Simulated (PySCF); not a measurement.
Calculation: PySCF 2.14.0 with PBE-D3(BJ)/def2-TZVP // PBE0-D3(BJ)/def2-SVP. Gas-phase values, no solvent. Delta-SCF ions had no search for a lower state. Excitations are Tamm–Dancoff values on a coarser integration grid. The basis has no diffuse functions, so Rydberg states are missing or too high.

Reference species (SMILES): `[SiH3]c1c(Cl)ccc2ccsc12` (neutral, multiplicity 1).

```
Item                                      Result
--------------------------------------  --------
S1–T1 gap (TDA)                          0.96 eV
HOMO                                    -5.59 eV
vertical ionisation energy (Delta-SCF)   7.88 eV
```

Changed species: `[SiH3]c1cc2sccc2cc1Cl`.

Task: Predict the effect on the S1–T1 gap (TDA), HOMO and vertical ionisation energy (Delta-SCF).

Result: the S1–T1 gap (TDA) falls by 0.11 eV, to 0.85 eV; the HOMO falls by 0.10 eV, to -5.69 eV; the vertical ionisation energy (Delta-SCF) goes up by 0.10 eV, to 7.98 eV.
